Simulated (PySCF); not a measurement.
Sr (strontium, neutral): UHF calculation

Configuration: [Kr] 5p2, high-spin 3P determinant (an excited configuration). Computed with PySCF 2.14 in aug-cc-pwCVTZ-X2C (10s9p7d3f, 93 functions), with the spin-free X2C one-electron Hamiltonian (Gaussian nucleus).

- Total energy: -3177.211103 hartree
- One-electron energy: -4393.2316 hartree
- Hartree (Coulomb) energy: 1319.9913 hartree
- Exchange energy: -103.9707 hartree
- ⟨S²⟩: 2.0000
- ⟨L²⟩: 2.001
- Sum of ⟨r⟩: 33.73 bohr
- Sum of ⟨r²⟩: 100.1 bohr²
- Traceless quadrupole moment −½Σ⟨3z² − r²⟩ along its main axis: 14.7 e·bohr²
- Langevin diamagnetic susceptibility: -79.3 ×10⁻⁶ cm³/mol

| shell | electrons | mean orbital energy (eV) | spread (eV) | rms radius, mean of both spins (bohr) |
| --- | --- | --- | --- | --- |
| 1s α | 1 | -16200.0 | 0 | 0.0450 |
| 1s β | 1 | -16199.9 | 0 | 0.0450 |
| 2s α | 1 | -2264.0 | 0 | 0.187 |
| 2s β | 1 | -2263.9 | 0 | 0.187 |
| 2p α | 3 | -2006.6 | 0.010 | 0.166 |
| 2p β | 3 | -2006.6 | 0.019 | 0.166 |
| 3s α | 1 | -382.17 | 0 | 0.524 |
| 3s β | 1 | -382.12 | 0 | 0.524 |
| 3p α | 3 | -296.48 | 0.006 | 0.535 |
| 3p β | 3 | -296.42 | 0.051 | 0.535 |
| 3d α | 5 | -154.51 | 0.030 | 0.547 |
| 3d β | 5 | -154.49 | 0.051 | 0.547 |
| 4s α | 1 | -55.430 | 0 | 1.46 |
| 4s β | 1 | -55.249 | 0 | 1.46 |
| 4p α | 3 | -32.301 | 0.001 | 1.67 |
| 4p β | 3 | -32.131 | 0.205 | 1.67 |
| 5p α | 2 | -3.739 | 0 | 6.07 |

Densities and radii are taken from the X2C orbitals without a picture-change correction, which distorts them close to the nucleus.

Spin-orbit constants ζ (cm⁻¹) from the X2C one-electron operator on these orbitals: bare nucleus, nucleus screened by l(l+1)(2l+1)/3 electrons, and screened by the Breit-Pauli mean field of the electrons.

| shell | bare | screened nucleus | mean field |
| --- | --- | --- | --- |
| 2p | 375800 | 356000 | n/a |
| 3p | 58050 | 55000 | n/a |
| 3d | 7695 | 5670 | n/a |
| 4p | 5911 | 5599 | n/a |
| 5p | 270.3 | 256.1 | n/a |

To first order the Landé constant is A = 128.0 cm⁻¹, so the lowest level has J = 0 and lies 0.0318 eV below the centre of the term. This holds in LS coupling only.
